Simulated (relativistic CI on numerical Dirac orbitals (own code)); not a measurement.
Method of calculation: Dirac-Coulomb-Breit CI, separate exchange-only KLI orbitals for each configuration, model QED (radiative potential, 1s self-energy scaled to tabulated hydrogen-like ionisation energies), unscaled Slater integrals (own radial code, finite nucleus).

The strongest absorption lines from the ground level of an ion, among the configurations computed and to levels below about 355 eV (vacuum wavelength in Å, gf): 46.226 (0.44), 47.282 (0.62), 54.067 (0.14), 54.288 (0.12), 55.690 (0.73), 58.436 (0.16), 59.574 (0.24), 60.148 (0.72).

Q: Which ion is it?
A. Sb³⁰⁺
B. La³⁶⁺
C. Rh²⁴⁺
D. Xe³³⁺

A: A. Sb³⁰⁺ has 21 electrons and the ground level 3s2 3p6 3d3 4F_3/2; the strongest line goes to 3s2 3p5 3d4 4F°_3/2. The pattern of lines fixes the number of electrons, and along that sequence the line energies rise steadily with the charge (about as its square where n changes within one kind of shell, about linearly where n is kept but much faster in heavy ions where fine structure, which grows about as Z⁴, sets the gap, and irregularly where shells cross), which fixes Z. Configurations outside the model, such as inner-shell arrays, can give stronger lines. At this charge energies of transitions that change n are usually good to better than 1 %, and those within a shell (Δn = 0) to a few per cent. Terms inside the open d or f shell come out 10 to 20 % too wide with unscaled integrals.

LS names give the leading component of a level, which can be under half, so a name can repeat, a term be missing and a line seem to break the LS rules.
